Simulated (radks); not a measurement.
Charge is removed step by step from the 3d down level of neutral copper, starting from [Ar] 3d(up 5, down 5) 4s1. Level of theory: scalar-relativistic Kohn-Sham, PBE, spin-polarised, spherical densities, point nucleus; open shells are filled with parallel spins first (a radial shooting solver on a logarithmic mesh with Libxc functionals). At the starting occupation the eigenvalue is -4.894 eV. Estimate the energy to remove one whole electron from this level, the eigenvalue at the end, and how far E(n) bends from a straight line.

Answer. Delta-SCF 11.155 eV; final eigenvalue -18.135 eV; the deviation from the straight line is -1.660 eV at 0.5 electron removed, the largest on the grid computed. Slater's transition state (half an electron removed) gives 10.978 eV. Integrating minus the eigenvalue over the occupation (Janak's theorem) gives 11.156 eV. In this scalar-relativistic scheme the density is built from large components alone, so the theorem holds only approximately. The mean slope of the eigenvalue, de/dn, is 13.2 eV per electron.
